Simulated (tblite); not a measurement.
A geometry optimisation, step by step.

C4H11B2FO.
Bonds: C1–C2, C2–B3, B3–C4, C4–B5, B5–F6, B3–O7, O7–C8. Hydrogens: H9, H10, H11 on C1; H12, H13 on C2; H14, H15 on C4; H16 on B5; H17, H18, H19 on C8.

Computed with GFN2-xTB (tblite), gas phase: L-BFGS steps from a force-field or distance-geometry start until the largest atomic force falls under 0.01 eV/Å. 10 of its 189 geometries are shown.

Step 0: E = -693.1013 eV, largest atomic force 3.225 eV/Å
```
atom  x, y, z in Å  |  force x, y, z in eV/Å
C1      2.532    0.046    0.119    0.335  -0.140   0.005
C2      1.133    0.336    0.681   -0.293   0.010   0.539
B3      0.001   -0.042   -0.360   -0.126  -1.017  -1.181
C4     -0.977    1.099   -0.943   -0.193   0.192   0.484
B5     -1.941    1.624    0.218    0.375   2.164   0.020
F6     -1.902    3.014    0.602   -0.103  -3.142  -0.720
O7     -0.109   -1.413   -0.884   -0.253   1.710   1.313
C8     -1.000   -2.133   -0.066   -0.444  -0.819  -0.151
H9      2.639   -1.034   -0.117   -0.072   0.794   0.057
H10     2.691    0.649   -0.794    0.009  -0.447   0.486
H11     3.291    0.322    0.869   -0.199  -0.138  -0.388
H12     0.984   -0.273    1.614    0.211   0.514  -0.641
H13     1.061    1.408    0.968    0.110  -0.668  -0.069
H14    -0.365    1.927   -1.341   -0.325  -0.369   0.119
H15    -1.599    0.678   -1.751    0.298   0.180   0.282
H16    -2.696    0.889    0.757    0.098   0.566   0.028
H17    -0.643   -2.207    0.984   -0.259   0.200  -0.446
H18    -2.033   -1.710   -0.105    0.626  -0.087   0.214
H19    -1.077   -3.170   -0.458    0.204   0.497   0.050
```

Step 21: E = -693.7652 eV, largest atomic force 0.481 eV/Å
```
atom  x, y, z in Å  |  force x, y, z in eV/Å
C1      2.629    0.079    0.098   -0.165   0.069   0.041
C2      1.237    0.460    0.631   -0.177  -0.041  -0.136
B3     -0.050    0.052   -0.286    0.065   0.174  -0.013
C4     -1.022    1.187   -0.999    0.202  -0.374   0.129
B5     -1.984    1.651    0.133    0.073   0.239   0.172
F6     -1.746    2.807    0.749   -0.024  -0.168  -0.091
O7     -0.281   -1.252   -0.350    0.206   0.136   0.143
C8     -1.139   -2.299   -0.019    0.188   0.226  -0.073
H9      2.663   -0.980   -0.157   -0.013   0.107   0.015
H10     2.882    0.658   -0.789   -0.046  -0.038   0.055
H11     3.371    0.280    0.870    0.058  -0.048  -0.111
H12     1.085   -0.128    1.549    0.072   0.245  -0.039
H13     1.248    1.521    0.919   -0.067  -0.268  -0.166
H14    -0.455    2.035   -1.408   -0.086  -0.448   0.153
H15    -1.541    0.661   -1.804    0.069   0.187   0.085
H16    -2.872    1.032    0.592   -0.068  -0.038  -0.100
H17    -0.891   -2.584    1.007   -0.188  -0.138   0.112
H18    -2.189   -2.014   -0.080   -0.145   0.086  -0.046
H19    -0.955   -3.160   -0.664    0.044   0.094  -0.129
```

Step 42: E = -694.3014 eV, largest atomic force 0.282 eV/Å
```
atom  x, y, z in Å  |  force x, y, z in eV/Å
C1      2.613    0.119    0.026    0.005   0.013   0.012
C2      1.303    0.607    0.665    0.035   0.002   0.058
B3      0.002   -0.063    0.027    0.010   0.103   0.120
C4     -1.002    0.885   -0.814    0.111  -0.107  -0.030
B5     -2.033    1.544    0.154    0.114   0.079  -0.013
F6     -1.605    2.574    0.867   -0.038   0.057   0.076
O7     -0.154   -1.357    0.284   -0.022   0.033  -0.048
C8     -1.196   -2.220   -0.091   -0.067   0.103   0.003
H9      2.553   -0.945   -0.200    0.049   0.067   0.096
H10     2.815    0.651   -0.903   -0.047  -0.039   0.042
H11     3.442    0.290    0.710    0.055  -0.018  -0.110
H12     1.337    0.358    1.730   -0.004  -0.007  -0.054
H13     1.257    1.696    0.598    0.072  -0.045   0.063
H14    -0.381    1.675   -1.233    0.031   0.020  -0.045
H15    -1.430    0.331   -1.639   -0.257  -0.101  -0.059
H16    -3.148    1.244    0.356   -0.066  -0.144  -0.052
H17    -1.404   -2.879    0.754   -0.013  -0.006   0.008
H18    -2.105   -1.675   -0.358    0.010   0.020  -0.002
H19    -0.875   -2.826   -0.940    0.021  -0.030  -0.064
```

Step 63: E = -694.3562 eV, largest atomic force 0.072 eV/Å
```
atom  x, y, z in Å  |  force x, y, z in eV/Å
C1      2.623    0.118    0.029   -0.004   0.039   0.006
C2      1.332    0.596    0.711    0.035   0.007   0.024
B3      0.017   -0.032    0.056    0.049  -0.034  -0.006
C4     -0.997    0.863   -0.828   -0.034   0.031  -0.020
B5     -2.026    1.523    0.149   -0.015  -0.060   0.005
F6     -1.662    2.583    0.851   -0.022  -0.001  -0.026
O7     -0.161   -1.324    0.314   -0.024  -0.039   0.000
C8     -1.214   -2.149   -0.116   -0.012  -0.013  -0.004
H9      2.622   -0.967   -0.064    0.007   0.070   0.016
H10     2.713    0.551   -0.966   -0.008  -0.045   0.007
H11     3.492    0.415    0.614   -0.014  -0.008  -0.062
H12     1.384    0.281    1.755   -0.025   0.021   0.021
H13     1.314    1.686    0.708    0.012  -0.012  -0.002
H14    -0.407    1.625   -1.334    0.020   0.014   0.039
H15    -1.488    0.254   -1.586    0.031   0.014   0.030
H16    -3.114    1.119    0.364    0.061   0.028  -0.013
H17    -1.462   -2.833    0.699    0.005   0.022  -0.012
H18    -2.096   -1.566   -0.385   -0.040  -0.033  -0.001
H19    -0.881   -2.732   -0.979   -0.026   0.002  -0.004
```

Step 84: E = -694.3709 eV, largest atomic force 0.029 eV/Å
```
atom  x, y, z in Å  |  force x, y, z in eV/Å
C1      2.621    0.131    0.018    0.018  -0.007  -0.010
C2      1.343    0.577    0.741    0.010  -0.010  -0.006
B3      0.027   -0.056    0.086   -0.005   0.006   0.001
C4     -0.949    0.870   -0.810    0.024  -0.015   0.008
B5     -2.018    1.496    0.140    0.002   0.018   0.004
F6     -1.731    2.612    0.789    0.000  -0.008   0.000
O7     -0.188   -1.346    0.329    0.003   0.013   0.003
C8     -1.257   -2.137   -0.127   -0.003  -0.001   0.003
H9      2.714   -0.952    0.051   -0.004   0.016   0.001
H10     2.602    0.440   -1.026   -0.015   0.007   0.013
H11     3.501    0.569    0.487   -0.005  -0.009  -0.002
H12     1.424    0.265    1.784    0.000  -0.009   0.002
H13     1.303    1.667    0.738   -0.002  -0.005  -0.001
H14    -0.339    1.646   -1.267   -0.001   0.005  -0.001
H15    -1.404    0.275   -1.600   -0.002  -0.005  -0.015
H16    -3.072    1.031    0.379   -0.020  -0.011  -0.009
H17    -1.507   -2.850    0.661    0.010  -0.002   0.007
H18    -2.137   -1.536   -0.364   -0.003   0.004   0.001
H19    -0.943   -2.690   -1.017   -0.006   0.012   0.002
```

Step 104: E = -694.3786 eV, largest atomic force 0.026 eV/Å
```
atom  x, y, z in Å  |  force x, y, z in eV/Å
C1      2.613    0.153   -0.035    0.011  -0.003  -0.012
C2      1.380    0.550    0.790    0.007  -0.010  -0.012
B3      0.048   -0.054    0.146   -0.008   0.009   0.006
C4     -0.877    0.860   -0.815    0.019  -0.010   0.012
B5     -2.058    1.432    0.031    0.000   0.011   0.012
F6     -1.838    2.463    0.830   -0.003   0.008  -0.013
O7     -0.216   -1.326    0.428    0.010   0.007   0.014
C8     -1.302   -2.087   -0.042   -0.001  -0.001  -0.013
H9      2.727   -0.928   -0.047   -0.007   0.002   0.010
H10     2.510    0.493   -1.063    0.008   0.024  -0.005
H11     3.517    0.591    0.383    0.005   0.001   0.010
H12     1.518    0.175    1.806    0.008  -0.007  -0.005
H13     1.341    1.638    0.852   -0.014  -0.014  -0.001
H14    -0.257    1.671   -1.193    0.011   0.007   0.001
H15    -1.229    0.270   -1.659   -0.014  -0.016  -0.006
H16    -3.153    1.000    0.062   -0.010  -0.013   0.000
H17    -1.463   -2.905    0.662   -0.010   0.018  -0.008
H18    -2.208   -1.482   -0.121   -0.003  -0.016   0.007
H19    -1.062   -2.505   -1.023   -0.009   0.002   0.003
```

Step 125: E = -694.3824 eV, largest atomic force 0.014 eV/Å
```
atom  x, y, z in Å  |  force x, y, z in eV/Å
C1      2.634    0.189   -0.061   -0.007   0.003   0.003
C2      1.408    0.509    0.806   -0.004  -0.003   0.004
B3      0.061   -0.069    0.167   -0.001  -0.005   0.004
C4     -0.845    0.846   -0.809    0.002   0.002  -0.009
B5     -2.075    1.405   -0.025    0.006  -0.007   0.002
F6     -1.925    2.477    0.734    0.009   0.003   0.000
O7     -0.235   -1.331    0.466   -0.005  -0.002  -0.003
C8     -1.346   -2.061    0.003    0.009  -0.004   0.007
H9      2.751   -0.887   -0.167   -0.013   0.003  -0.004
H10     2.527    0.620   -1.054   -0.007   0.006  -0.001
H11     3.539    0.590    0.391    0.001   0.008  -0.001
H12     1.573    0.074    1.793    0.001  -0.003   0.002
H13     1.350    1.591    0.937    0.001  -0.003   0.000
H14    -0.224    1.665   -1.166    0.003   0.001  -0.009
H15    -1.158    0.246   -1.663    0.002   0.001   0.003
H16    -3.157    0.935   -0.018    0.009   0.003   0.000
H17    -1.473   -2.921    0.662   -0.007  -0.005  -0.002
H18    -2.252   -1.453    0.012   -0.001  -0.002  -0.002
H19    -1.163   -2.415   -1.015    0.002   0.002   0.005
```

Step 146: E = -694.3855 eV, largest atomic force 0.025 eV/Å
```
atom  x, y, z in Å  |  force x, y, z in eV/Å
C1      2.604    0.252   -0.083   -0.001   0.003  -0.003
C2      1.401    0.475    0.845    0.000  -0.003  -0.003
B3      0.057   -0.092    0.195    0.005  -0.011  -0.010
C4     -0.800    0.812   -0.833   -0.003   0.007  -0.002
B5     -2.025    1.404   -0.066   -0.001   0.011   0.004
F6     -1.871    2.513    0.639    0.007  -0.001  -0.007
O7     -0.275   -1.339    0.520    0.004  -0.013   0.004
C8     -1.380   -2.061    0.033   -0.007  -0.012  -0.005
H9      2.718   -0.807   -0.300    0.021   0.006   0.003
H10     2.466    0.780   -1.024   -0.004   0.000  -0.005
H11     3.520    0.612    0.380   -0.004  -0.004  -0.002
H12     1.607   -0.025    1.792    0.003  -0.005   0.005
H13     1.321    1.543    1.052   -0.009   0.008   0.011
H14    -0.152    1.605   -1.201   -0.010   0.020   0.001
H15    -1.111    0.196   -1.675   -0.012  -0.009   0.016
H16    -3.099    0.922   -0.010    0.006   0.017  -0.018
H17    -1.498   -2.946    0.659   -0.011  -0.002   0.003
H18    -2.292   -1.461    0.067    0.014  -0.007   0.008
H19    -1.200   -2.374   -0.999    0.000  -0.005   0.000
```

Step 167: E = -694.3901 eV, largest atomic force 0.013 eV/Å
```
atom  x, y, z in Å  |  force x, y, z in eV/Å
C1      2.576    0.345   -0.097    0.010   0.001   0.001
C2      1.391    0.413    0.876    0.001   0.000   0.002
B3      0.051   -0.147    0.210    0.000  -0.006   0.002
C4     -0.777    0.762   -0.836   -0.001   0.000  -0.003
B5     -1.962    1.465   -0.099    0.001  -0.010  -0.001
F6     -1.739    2.598    0.547    0.008  -0.004   0.007
O7     -0.298   -1.387    0.543   -0.003  -0.003   0.000
C8     -1.407   -2.103    0.053    0.003   0.003   0.003
H9      2.751   -0.682   -0.406    0.005  -0.005  -0.007
H10     2.378    0.940   -0.986    0.004   0.002  -0.002
H11     3.483    0.722    0.371   -0.005   0.010   0.005
H12     1.647   -0.164    1.765   -0.005   0.000   0.001
H13     1.264    1.451    1.189   -0.006   0.001  -0.002
H14    -0.095    1.506   -1.242    0.000   0.002  -0.002
H15    -1.133    0.131   -1.649   -0.004   0.000   0.000
H16    -3.066    1.060   -0.033    0.004  -0.006  -0.002
H17    -1.533   -2.988    0.677    0.001   0.005   0.007
H18    -2.314   -1.497    0.087   -0.008   0.009  -0.004
H19    -1.226   -2.416   -0.979   -0.007  -0.001  -0.005
```

Step 188: E = -694.3924 eV, largest atomic force 0.007 eV/Å
```
atom  x, y, z in Å  |  force x, y, z in eV/Å
C1      2.580    0.436   -0.098    0.001   0.000   0.001
C2      1.393    0.362    0.872    0.005   0.000  -0.002
B3      0.061   -0.195    0.190   -0.001   0.001   0.001
C4     -0.751    0.713   -0.870   -0.003   0.002   0.000
B5     -1.905    1.452   -0.122    0.001   0.002   0.007
F6     -1.633    2.563    0.543   -0.001  -0.002  -0.002
O7     -0.325   -1.417    0.550    0.001  -0.001  -0.002
C8     -1.465   -2.100    0.086   -0.005  -0.003   0.001
H9      2.815   -0.552   -0.486    0.000   0.000   0.000
H10     2.352    1.087   -0.939    0.001   0.002   0.000
H11     3.463    0.825    0.405   -0.001   0.001  -0.003
H12     1.680   -0.269    1.714   -0.003   0.001   0.000
H13     1.214    1.364    1.266    0.001   0.002   0.002
H14    -0.056    1.435   -1.295    0.001  -0.001   0.004
H15    -1.132    0.080   -1.671    0.001  -0.001  -0.002
H16    -3.025    1.091   -0.057    0.002  -0.001  -0.004
H17    -1.608   -2.975    0.721    0.000  -0.002   0.002
H18    -2.351   -1.463    0.133   -0.001   0.001  -0.007
H19    -1.317   -2.427   -0.947    0.001   0.001   0.004
```

Question: Summarise the path.

Answer: The energy falls by 124.57 kJ/mol from step 0 to step 188; nine tenths of that is first reached at step 39. It rises by more than 0.2 meV at step 25. The largest force goes from 3.225 to 0.007 eV/Å. Among the bonds B3–O7 changes most, from 1.471 to 1.331 Å; the atoms move by 0.716 Å rms after alignment.

The cost below is that of the whole relaxation. Time: 1.4 s of wall time. Hardware: Intel Xeon, one thread, shared host with 64 logical CPUs at a one-minute load of 63.
